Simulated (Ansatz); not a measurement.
`C/C(Cl)=N\[SiH3]` → 2 C• + Cl• + 6 H• + N• + Si•  (atomization)

Calculated with Ansatz (gas phase, PBE0-D4/def2-TZVP geometries, no zero-point term in ΔE). CCSD(T)/CBS adds triple-zeta CCSD(T) − MP2 to the extrapolated MP2 energy (def2 sets, frozen cores). This one scheme is used for every species, atoms too. Functionals use def2-TZVPP. HSE06 is defined as in plane-wave codes. No spin–orbit coupling; open shells (•) take unrestricted orbitals. Spin–orbit coupling would lower the free atoms: a little for C, Cl, Si.

Task: What is ΔE at CCSD(T)/CBS? (Estimate.)

Result: Ansatz gave: +3947.9 kJ/mol.

Task: What do these levels give: PBE-D4, HSE06-D4, r2SCAN, LC-ωPBE, CCSD(T)/def2-TZVPP, HF/CBS(def2)? (An estimate is asked.)

Result: The calculation gave: PBE-D4 4045.8, HSE06-D4 3971.4, r2SCAN 3958.2, LC-ωPBE 3927.0, CCSD(T)/def2-TZVPP 3836.4, HF/CBS(def2) 2839.6 kJ/mol.

Largest T1 diagnostic among the species: 0.012.

At CCSD(T), def2-SVP lies −237.6 kJ/mol from the extrapolated value and def2-TZVPP −111.4 kJ/mol: correlation converges slowly with the basis, and small sets miss more of it in the bonded molecule than in its fragments. From r2SCAN to r2SCAN0 (25 % exact exchange), in def2-TZVPP and without D4, ΔE moves by −66.3 kJ/mol: exact exchange takes away binding that semilocal exchange gives to molecules.

For atomizations the MP2-based limit and the directly extrapolated one differ by several kJ/mol either way, and by 10 to 25 for some Ge, Se and Sn compounds, so smaller differences from it don't rank the levels.
